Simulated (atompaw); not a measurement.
**lithium PAW (atompaw): all-electron and pseudo phase curves**

```json
{"Element": "Li", "Generator": "atompaw 4.2.0.5", "Type": "PAW", "Functional": "LDA (PW92)", "Relativity": "non-relativistic", "Frozen core": "none", "Valence charge": "3", "Reference configuration": "1s2 2s0.5 2p0 (charge +0.5)", "Partial waves": "1s (bound): rc 0.55 bohr; 2s (bound): rc 3.00 bohr; 2p (bound, empty): rc 3.00 bohr; 2p channel at 1.45 Ry: rc 3.00 bohr; 3d channel at 0.1 Ry: rc 3.00 bohr; 3d channel at 1.05 Ry: rc 3.00 bohr", "Local potential": "bessel scheme, radius 2.50 bohr", "Core correction": "none", "Augmentation charge": "sinc compensation charge, radius 2.50 bohr; PAW radius 3.00 bohr; waves and projectors: custom polynom2 7 10 vanderbiltortho"}
```

The phase is arctan(r·u′/u) with u = r·R(r), unwrapped; energies in Ry, scanned from -6 to 5 Ry. A pole is an energy at which the radial function vanishes at the test radius. The pseudo phase is shifted by a multiple of π to meet the all-electron one at the reference energy, and phase errors are pseudo minus all-electron; the curves can meet again beyond the range given. Levels narrower than the energy grid can be missing from the lists of poles.

| channel | radius (bohr) | reference energy (Ry) | poles, all-electron | poles, pseudo | unbroken range about the reference energy with phases within 0.05 rad | phase error 1 Ry above the reference energy (rad) |
| --- | --- | --- | --- | --- | --- | --- |
| s | 3.00 | -0.39 | -4.06, 0.76 | -4.04, 0.68, 3.86 | below 1.1 | -0.018 |
| p | 3.00 | -0.25 | 0.67, 4.40 | 0.68 | below 2.0 | +0.002 |
| d | 3.00 | 0.10 | 2.47 | 2.48 | below 4.0 | -0.000 |

A Bessel basis up to 400 Ry misses an occupied level by 3.65 Ry, so cutoffs and ghosts were not judged.

Phases in the d channel:

| E (Ry) | all-electron | pseudo |
| --- | --- | --- |
| -6.00 | 1.436 | 1.437 |
| -5.76 | 1.433 | 1.434 |
| -5.52 | 1.431 | 1.431 |
| -5.28 | 1.428 | 1.428 |
| -5.04 | 1.424 | 1.425 |
| -4.80 | 1.421 | 1.421 |
| -4.56 | 1.417 | 1.417 |
| -4.32 | 1.413 | 1.413 |
| -4.08 | 1.409 | 1.409 |
| -3.84 | 1.404 | 1.404 |
| -3.60 | 1.399 | 1.399 |
| -3.36 | 1.393 | 1.393 |
| -3.12 | 1.387 | 1.387 |
| -2.88 | 1.380 | 1.380 |
| -2.64 | 1.372 | 1.372 |
| -2.40 | 1.363 | 1.363 |
| -2.16 | 1.353 | 1.353 |
| -1.92 | 1.342 | 1.342 |
| -1.68 | 1.328 | 1.329 |
| -1.44 | 1.312 | 1.312 |
| -1.20 | 1.293 | 1.293 |
| -0.96 | 1.269 | 1.269 |
| -0.72 | 1.238 | 1.238 |
| -0.48 | 1.198 | 1.198 |
| -0.24 | 1.141 | 1.141 |
| 0.00 | 1.056 | 1.056 |
| 0.24 | 0.916 | 0.916 |
| 0.48 | 0.655 | 0.655 |
| 0.72 | 0.139 | 0.139 |
| 0.96 | -0.558 | -0.558 |
| 1.20 | -1.012 | -1.012 |
| 1.44 | -1.241 | -1.241 |
| 1.68 | -1.370 | -1.369 |
| 1.92 | -1.452 | -1.452 |
| 2.16 | -1.512 | -1.511 |
| 2.40 | -1.558 | -1.557 |
| 2.64 | -1.598 | -1.596 |
| 2.88 | -1.636 | -1.632 |
| 3.12 | -1.674 | -1.667 |
| 3.36 | -1.716 | -1.705 |
| 3.60 | -1.767 | -1.748 |
| 3.84 | -1.838 | -1.802 |
| 4.08 | -1.948 | -1.877 |
| 4.32 | -2.158 | -1.992 |
| 4.56 | -2.656 | -2.199 |
| 4.80 | -3.565 | -2.631 |
